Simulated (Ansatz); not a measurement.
Calculated with Ansatz (gas phase, PBE0-D4/def2-TZVP geometries, no zero-point term in ΔE). CCSD(T)/CBS adds triple-zeta CCSD(T) − MP2 to the extrapolated MP2 energy (def2 sets, frozen cores). def2 core potentials past Kr. For In, Ti outer-core shells are correlated without core-valence functions, which leaves a few kJ/mol of doubt a bond. Scalar relativity is left out up to krypton. One conformer a species, not always the lowest.

Reaction (substitution at a C–O bond): `CC1=CC(C(F)(F)F)=[O+][In-]([CH3])([CH3])[O]1` + `[OH][Ti]([Cl])([Cl])[Cl]` → `CC1=CC(C(F)(F)F)=[O+][Ti-]([Cl])([Cl])([Cl])[O]1` + `[CH3][In]([CH3])[OH]`

`CC1=CC(C(F)(F)F)=[O+][In-]([CH3])([CH3])[O]1`:

```xyz
23

C     2.783   -1.389    0.401
C     1.461   -0.729    0.149
C     1.084   -0.469   -1.185
C    -0.101    0.133   -1.573
C    -0.349    0.338   -3.078
F     0.650   -0.106   -3.845
F    -1.459   -0.300   -3.451
F    -0.513    1.636   -3.342
O    -1.053    0.559   -0.872
In   -1.184    0.509    1.313
C    -0.708    2.507    1.886
C    -2.498   -1.125    1.700
O     0.781   -0.453    1.170
H     2.618   -2.305    0.972
H     3.393   -0.730    1.024
H     3.319   -1.621   -0.516
H     1.771   -0.763   -1.963
H    -1.474    2.946    2.525
H    -0.605    3.115    0.986
H     0.243    2.509    2.421
H    -2.869   -1.510    0.749
H    -3.345   -0.834    2.321
H    -1.944   -1.917    2.207
```

`[OH][Ti]([Cl])([Cl])[Cl]`:

Z-matrix (Å, degrees):
```
Ti
Cl 1 2.180
Cl 1 2.179 2 110.3
O 1 1.745 2 109.5 3 120.1
Cl 1 2.179 2 110.3 3 -119.8
H 4 0.958 1 146.7 2 179.4
```

`CC1=CC(C(F)(F)F)=[O+][Ti-]([Cl])([Cl])([Cl])[O]1`:

```xyz
18

C     1.660   -0.658    2.093
C     0.677   -0.364    1.018
C     1.005    0.410   -0.085
C     0.045    0.646   -1.062
C     0.395    1.490   -2.296
F     0.274    0.755   -3.396
F    -0.428    2.528   -2.386
F     1.645    1.954   -2.241
O    -1.130    0.221   -1.051
Ti   -2.188   -0.930    0.283
Cl   -3.598    0.735    0.431
Cl   -2.986   -2.173    1.930
Cl   -2.547   -2.321   -1.366
O    -0.487   -0.874    1.183
H     1.262   -0.306    3.048
H     1.779   -1.741    2.179
H     2.626   -0.195    1.903
H     1.996    0.822   -0.185
```

`[CH3][In]([CH3])[OH]`:

```xyz
11

C     1.198    1.393   -0.807
In    0.096   -0.190    0.139
C    -1.957   -0.747    0.348
O     1.242   -1.542    1.082
H     2.163    1.523   -0.316
H     0.645    2.332   -0.770
H     1.372    1.139   -1.855
H    -2.017   -1.621    0.996
H    -2.386   -0.992   -0.625
H    -2.538    0.068    0.781
H     2.183   -1.362    1.028
```

```tsv
species	CCSD(T)/CBS(def2) energy (Eh)
`CC1=CC(C(F)(F)F)=[O+][In-]([CH3])([CH3])[O]1`	-911.97898
`[OH][Ti]([Cl])([Cl])[Cl]`	-2304.28409
`CC1=CC(C(F)(F)F)=[O+][Ti-]([Cl])([Cl])([Cl])[O]1`	-2870.90521
`[CH3][In]([CH3])[OH]`	-345.32678
```

Problem. Work out ΔE.

Solution. ΔE = (-2870.90521) + (-345.32678) − (-911.97898) − (-2304.28409) = 0.03108 Eh = +81.6 kJ/mol.

Largest T1 diagnostic among the species: 0.024, so the coupled-cluster value is less sure than usual.

From r2SCAN to r2SCAN0 (25 % exact exchange), in def2-TZVPP and without D4, ΔE moves by +5.6 kJ/mol. Leaving LDA and LC-ωPBE aside and taking each functional with its dispersion term where it has one, the values, not all of them listed here, spread over 20.1 kJ/mol, from revPBE-D4 to ωB97X-V. LDA lies −8.0 kJ/mol from PBE without D4.
